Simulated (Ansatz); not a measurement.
Reaction (atomization): `O[Si](F)(Cl)[TeH]` → Cl• + F• + 2 H• + O• + Si• + Te•

Program: Ansatz. Geometries: PBE0-D4/def2-TZVP. ΔE: electronic, gas phase. CBS: MP2 limit from def2 TZ/QZ plus the TZ coupled-cluster correction, frozen cores. This one scheme is used for every species, atoms too. Functionals use def2-TZVPP. Open shells (•) are unrestricted, without spin–orbit coupling. Spin–orbit coupling would lower the free atoms: a little for Cl, F, O, Si; strongly for Te. def2 core potentials past Kr. Bonds to Te are less sure, by a few kJ/mol each and by 10 to 20 or more in all where they break to atoms, as the def2 sets lack core-valence functions. Each species was taken in one conformer, which may not be the lowest.

`O[Si](F)(Cl)[TeH]`:

Z-matrix (Å, degrees):
```
Si
F 1 1.580
Cl 1 2.039 2 106.8
O 1 1.622 2 104.7 3 -119.2
Te 1 2.473 2 112.0 3 121.6
H 4 0.959 1 118.1 2 173.0
H 5 1.656 1 90.9 2 -87.0
```

```json
{"level": "r2SCAN-D4", "ΔE (kJ/mol)": "2458.5"}
{"level": "PBE", "ΔE (kJ/mol)": "2464.8"}
```

Question: What does CCSD(T)/CBS give? (Best estimate.)

Answer: Computed: +2479.0 kJ/mol. The listed levels differ from it by -20.5, -14.2 kJ/mol.

Largest T1 diagnostic among the species: 0.012.

Leaving LDA and LC-ωPBE aside and taking each functional with its dispersion term where it has one, the values, not all of them listed here, spread over 156.3 kJ/mol, from BHLYP-D4 to PBE-D4. LDA lies +386.9 kJ/mol from PBE without D4, its usual overbinding. The D4 term adds +39.0 kJ/mol with B3LYP and +20.3 kJ/mol with PBE0; it sums over pairs of atoms, weighted by their polarisabilities, and B3LYP, whose exchange is more repulsive, gets the larger term.

B3LYP here is the variant with VWN-RPA as its local correlation; programs differ in this.

For atomizations the MP2-based limit and the directly extrapolated one differ by several kJ/mol either way, and by 10 to 25 for some Ge, Se and Sn compounds, so smaller differences from it don't rank the levels.
